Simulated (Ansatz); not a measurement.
`CC(C)[NH][Sn]([Cl])([Cl])[NH]C(C)C`, charge 0, multiplicity 1.

(1) Give a relaxed structure at PBE0-D4/def2-TZVP (Ansatz 0.2.0). (Estimate.)

Answers

(1) The calculation gave: 
```xyz
27

C    -0.071    2.157   -0.873
C    -0.035    1.349   -2.156
C    -1.235    1.656   -3.035
N    -0.044   -0.081   -1.841
Sn    1.372   -0.854   -0.661
Cl    1.393   -3.110   -1.257
Cl    3.466    0.086   -1.082
N     1.146   -0.604    1.310
C     0.237   -1.475    2.059
C    -1.155   -1.395    1.463
C     0.241   -1.036    3.514
H    -0.965    1.912   -0.294
H     0.802    1.963   -0.240
H    -0.077    3.225   -1.095
H     0.874    1.631   -2.710
H    -1.255    2.714   -3.304
H    -1.203    1.076   -3.962
H    -2.161    1.409   -2.510
H    -0.130   -0.642   -2.680
H     2.057   -0.556    1.753
H     0.564   -2.525    2.019
H    -1.522   -0.366    1.490
H    -1.177   -1.731    0.422
H    -1.846   -2.029    2.022
H    -0.418   -1.672    4.109
H     1.244   -1.101    3.942
H    -0.101   -0.001    3.598
```
Point group C2.
This is one stationary point; other conformers may exist.
